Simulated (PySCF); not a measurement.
hexa-1,5-diene (C6H10), SMILES C(CCC=C)=C. Atoms are numbered in the order given.

```xyz
16

C      2.6005    -0.5982     0.2407
C      1.2772    -0.6040     0.0591
C      0.5201     0.3975    -0.7688
C     -0.5471     1.1721     0.0206
C     -1.7746     0.4065     0.4388
C     -2.1263    -0.8286     0.0701
H      3.2395     0.1574    -0.2294
H      3.0972    -1.3484     0.8624
H      0.6779    -1.3755     0.5565
H      1.2329     1.1152    -1.2060
H      0.0345    -0.1122    -1.6212
H     -0.8809     2.0390    -0.5806
H     -0.0814     1.6139     0.9205
H     -2.4491     0.9580     1.1066
H     -3.0590    -1.2774     0.4218
H     -1.5103    -1.4419    -0.5933
```

Coordinates come from a B3LYP-D3(BJ)/def2-SVP optimisation. The values are those of a single conformer.

Two levels are set side by side: PBE/pcSseg-1 (PySCF) and KT2/pcSseg-1 (PySCF). GIAO shifts against TMS (¹H), TMS (¹³C) at the same level; non-relativistic, no solvent, atoms listed together averaged. Differences are taken from unrounded values.

```
quantity                  KT2    PBE  PBE minus KT2
----------------------  -----  -----  -------------
δ(¹³C) of C2, C5 (ppm)  138.8  147.7            8.9
```

Rough cost on one machine, each run with all the roots and properties that it gave: KT2 against PBE within a factor of 2.
